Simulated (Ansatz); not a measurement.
`C[SiH2]SCF` + `N=CF` → `C[SiH2]/N=C/F` + `FCS`  (ligand exchange at the Si–S bond)

Isolated molecules relaxed with PBE0-D4/def2-TZVP in Ansatz; ΔE leaves out vibrations. CBS: MP2 limit from def2 TZ/QZ plus the TZ coupled-cluster correction, frozen cores. This one scheme is used for every species. Functionals use def2-TZVPP. B3LYP here is the variant with VWN-RPA as its local correlation; programs differ in this. One conformer a species, not always the lowest.

```tsv
level	ΔE (kJ/mol)	difference from CCSD(T)/CBS
ωB97X-V	5.5	-1.5
ωB97M-V	5.4	-1.6
B2PLYP	0.2	-6.8
r2SCAN	5.9	-1.1
B3LYP	-1.8	-8.8
HF/def2-TZVPP	-6.9	-13.9
MP2/def2-TZVPP	4.5	-2.5
SCS-MP2/def2-TZVPP	1.4	-5.6
HF/CBS(def2)	-8.0	-15.0
MP2/CBS(def2)	6.6	-0.4
CCSD(T)/CBS	7.0	0
```

Largest T1 diagnostic among the species: 0.013.

The D4 term adds +5.4 kJ/mol with B3LYP and +3.0 kJ/mol with PBE0; it sums over pairs of atoms, weighted by their polarisabilities, and B3LYP, whose exchange is more repulsive, gets the larger term. In def2-TZVPP, CCSD(T) changes the Hartree–Fock value by +11.8 kJ/mol (the triples alone add +2.0 kJ/mol) and MP2 by +11.4 kJ/mol.
